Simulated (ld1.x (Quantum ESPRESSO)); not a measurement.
## Ranking TM semilocal potentials for As

All share these settings but for the change named:

As (Z = 33), norm-conserving Troullier–Martins (semilocal form), made with ld1.x (Quantum ESPRESSO) 7.5 (LDA (PZ), scalar-relativistic). Core [Ar] 3d10, reference 4s2 4p3. Waves: 4p (bound): rc 1.45 bohr; 4s (bound): rc 1.70 bohr. Local part: the s channel. Core correction: none.

Cutoff: the first of the cutoffs (Ry, on a coarse ladder) from which the occupation-weighted sum of valence levels, in a spherical-Bessel basis at the reference potential, stays within 10 and 1 mRy of its value at 400 Ry; the density cutoff is not measured.

The base gives 45 Ry.

Of 12 variants that were run, those that failed, showed a ghost or another fault, or gave nearly equal values are left out.

A variant can come out equal or close to the base.

Task: Rank these variants from softest to hardest (loose cutoff).
A. wave 4s (bound): rc 1.70 bohr becomes 4s (bound): rc 2.18 bohr
B. wave 4p (bound): rc 1.45 bohr becomes 4p (bound): rc 1.30 bohr
C. wave 4p (bound): rc 1.45 bohr becomes 4p (bound): rc 1.08 bohr
D. all radii scaled by about 1.21 (s 2.06, p 1.76 bohr)

Result: D (25 Ry), A (40 Ry), B (70 Ry), C (260 Ry).
